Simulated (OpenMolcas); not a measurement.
Systems:
- [Ti(H2O)6]3+, a model complex in vacuum: trigonal prismatic, Ti–H2O 2.03 Å; shape imposed, not necessarily the one it adopts

Coordinates (Å) for ANO-RCC-VDZP on Ti, O and ANO-RCC-VDZ on H:

```xyz
19

Ti     0.0000     0.0000     0.0000
O      1.5306     0.0000     1.3305
H      1.4629     0.0000     2.2981
H      2.4794     0.0000     1.1288
O     -0.7653     1.3255     1.3305
H     -0.7314     1.2669     2.2981
H     -1.2397     2.1472     1.1288
O     -0.7653    -1.3255     1.3305
H     -0.7314    -1.2669     2.2981
H     -1.2397    -2.1472     1.1288
O      1.5306     0.0000    -1.3305
H      2.4794     0.0000    -1.1288
H      1.4629     0.0000    -2.2981
O     -0.7653     1.3255    -1.3305
H     -1.2397     2.1472    -1.1288
H     -0.7314     1.2669    -2.2981
O     -0.7653    -1.3255    -1.3305
H     -1.2397    -2.1472    -1.1288
H     -0.7314    -1.2669    -2.2981
```

Method: state-averaged CASSCF on the open d shell with SC-NEVPT2, ANO basis sets as named, scalar-relativistic DKH2 or scalar-relativistic X2C, RICD, in OpenMolcas. State energies are spin-free and vertical. J levels and χT include spin-orbit coupling (RASSI on SC-NEVPT2 energies). Times are rough, from shared cores.

| case | ground state | first state of the same spin (cm⁻¹) | χT at 300 K (cm³ K/mol) | basis functions | relative time |
|---|---|---|---|---|---|
| ANO-RCC-VDZP on Ti, O and ANO-RCC-VDZ on H | doublet (non-degenerate) | doublet (2-fold) 6720 | 0.38 | 142 | 6 |
| ANO-RCC-MB | doublet (non-degenerate) | ___ | 0.38 | 60 | 1 |
| ANO-RCC-VDZ | doublet (non-degenerate) | doublet (2-fold) 6440 | 0.38 | 105 | 3 |
| ANO-R2 | doublet (non-degenerate) | doublet (2-fold) 6350 | 0.38 | 430 | 200 |

**Question.** Complete the blanks.

**Answer.** 
- ANO-RCC-MB, first state of the same spin (cm⁻¹): doublet (2-fold) 8240

Ligand-to-metal charge-transfer configurations lie outside the minimal active space. The geometry is a model, so the numbers describe that model and not a measured compound.
